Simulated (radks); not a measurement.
Results of a calculation; reference values are marked as such.
Task: These are the eigenvalues of the occupied orbitals of an atom or ion with whole-number occupations (Ry). Code: a radial shooting solver on a logarithmic mesh with Libxc functionals. Model: scalar-relativistic Kohn-Sham, r2SCAN, spin-polarised, spherical densities, finite nucleus; meta-GGA in the generalised Kohn-Sham scheme; Fermi nuclear charge, rms radius of each element as measured or else 0.836 A^(1/3) + 0.57 fm.

orbital  eigenvalue
1s up     -1109.826
1s down   -1109.800
2s up     -150.8170
2s down   -150.8117
2p up     -133.7782
2p down   -133.7589
3s up     -24.48588
3s down   -24.46471
3p up     -18.95562
3p down   -18.92951
3d up      -9.84364
3d down    -9.81054
4s up      -4.35157
4s down    -4.12465
4p up      -3.03699
4p down    -2.81974
5p up      -0.90315

Which element is it, and in what charge state? The configuration may be excited. Open shells, if any, are filled with parallel spins first.

Result: Z = 37, rubidium, charge +2: Rb2+ in [Ar] 3d10 4s2 4p4 5p1. The list shows which subshells hold electrons but not how many an open one holds; the 1s level, -554.91 hartree, gives Z - s = 33.3 by -(Z - s)^2/2, which with screening and relativity narrows Z to a few neighbours, and the depths of the outer levels then fix element, charge and occupations together.
